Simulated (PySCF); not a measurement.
**Antimony: a sound run and one with changed settings**

Sound run: Sb²⁺ [Kr] 4d10 5s2 5p1, Sb³⁺ [Kr] 4d10 5s2. All numbers are calculated (PySCF 2.14, the spin-free X2C one-electron Hamiltonian (Gaussian nucleus), in x2c-TZVPall). The sound run starts from symmetry-adapted Hartree-Fock orbitals and uses a fine grid where one is needed.

Changed run: 6 angular points. This setting is unsound on purpose.

```csv
species,method,sound run (hartree),changed run (hartree),converged
Sb²⁺,UHF,-6477.04877,-6477.04877,yes
Sb²⁺,M06-2X,-6480.33204,-6480.92010,yes
Sb²⁺,M06-L,-6479.67515,-6484.78180,no
Sb³⁺,UHF,-6476.16317,-6476.16317,yes
Sb³⁺,M06-2X,-6479.42794,-6479.91752,yes
Sb³⁺,M06-L,-6478.78418,-6483.08923,yes
```

Ionisation energy of Sb²⁺:

```csv
method,sound run (eV),changed run (eV)
UHF,24.098,24.098
M06-2X,24.602,27.281
```

A coarse angular grid integrates products of high-l functions wrongly, so density functionals can shift, and the SCF can exploit the error; Hartree-Fock and MP2 need no grid.

For comparison, NIST gives 25.323 eV between the lowest levels.
